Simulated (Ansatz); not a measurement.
Reactions of ClH4N2Sc, SMILES `[NH2][Sc]([NH2])[Cl]`.

Isolated molecules relaxed with PBE0-D4/def2-TZVP in Ansatz; ΔE leaves out vibrations. CCSD(T)/CBS adds triple-zeta CCSD(T) − MP2 to the extrapolated MP2 energy (def2 sets, frozen cores). Functionals use def2-TZVPP. def2 core potentials past Kr. For Br, Ge, Mo, Sc, Ta outer-core shells are correlated without core-valence functions, which leaves a few kJ/mol of doubt a bond. Scalar relativity is left out up to krypton. One conformer a species, not always the lowest.

```
                                                                                                   reaction  CCSD(T)/CBS(def2) (eV)
                      `[NH2][Sc]([NH2])[Cl]` + `C[Si](Cl)(Cl)Cl` → `[NH2][Sc]([Cl])[Cl]` + `C[Si](N)(Cl)Cl`                       ?
                           `[NH2][Sc]([NH2])[Cl]` + `O[SiH](O)Br` → `[NH2][Sc]([NH2])[OH]` + `O[SiH](Cl)Br`                    0.66
  `[NH2][Sc]([NH2])[Cl]` + `[O]=[Mo]([OH])([OH])=[S]` → `[NH2][Sc]([OH])[Cl]` + `[NH2][Mo](=[O])([OH])=[S]`                   -0.65
                                    `[NH2][Sc]([NH2])[Cl]` + `CCCOCC` → `[CH3][Sc]([NH2])[NH2]` + `CCOCCCl`                    2.75
                                `[NH2][Sc]([NH2])[Cl]` + `Fc1ccccc1` → `[NH2][Sc]([NH2])[F]` + `Clc1ccccc1`                   -0.19
                            `[NH2][Sc]([NH2])[Cl]` + `NC[SiH2]Cl` → `[NH2][Sc]([NH2])[NH2]` + `ClC[SiH2]Cl`                    1.17
`[NH2][Sc]([NH2])[Cl]` + `[NH2][Ta](=[O])([OH])[OH]` → `[NH2][Sc]([OH])[Cl]` + `[NH2][Ta]([NH2])(=[O])[OH]`                       ?
                        `[NH2][Sc]([NH2])[Cl]` + `C[N](C)[GeH3]` → `C[N](C)[Sc]([NH2])[NH2]` + `[Cl][GeH3]`                    0.62
```

(1) Fill in the missing values. (Estimate.)

Largest T1 diagnostic: 0.025, for `[O]=[Mo]([OH])([OH])=[S]`, so its coupled-cluster energy is less sure.

## Answers

(1) The calculation gave: `[NH2][Sc]([NH2])[Cl]` + `C[Si](Cl)(Cl)Cl` → `[NH2][Sc]([Cl])[Cl]` + `C[Si](N)(Cl)Cl`: -0.87 eV; `[NH2][Sc]([NH2])[Cl]` + `[NH2][Ta](=[O])([OH])[OH]` → `[NH2][Sc]([OH])[Cl]` + `[NH2][Ta]([NH2])(=[O])[OH]`: -0.38 eV.
